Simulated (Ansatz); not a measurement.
Input for Ansatz (a program for electronic structure): R-CCSD(T)/aug-cc-pVTZ on CHF (SMILES [CH]F), atoms moved off the minimum.

Ansatz 0.2 input:
```yaml
crystal:
  periodic: [false, false, false]
  atoms:
    - {symbol: C, position_ang: [-0.42569512, 0.43085223, 0.03432414]}
    - {symbol: F, position_ang: [0.58976506, -0.18569363, 0.07948133]}
    - {symbol: H, position_ang: [-1.33503238, -0.23460389, -0.03435216]}
basis:
  gaussian:
    orbitals: aug-cc-pVTZ
magnetization: {spin_polarized: false}
correlation: {method: ccsd_t, electrons: outside_noble_gas}
scf: {lower_state_search: off}
output: {forces: true}
```

Q: Give the final energy of this run.

A: -138.2225 hartree (reference determinant -137.8016, T1 diagnostic 0.015).

Q: How many basis functions does it have, and what does it roughly cost on one machine?

A: 115 functions; roughly 28 core-seconds.
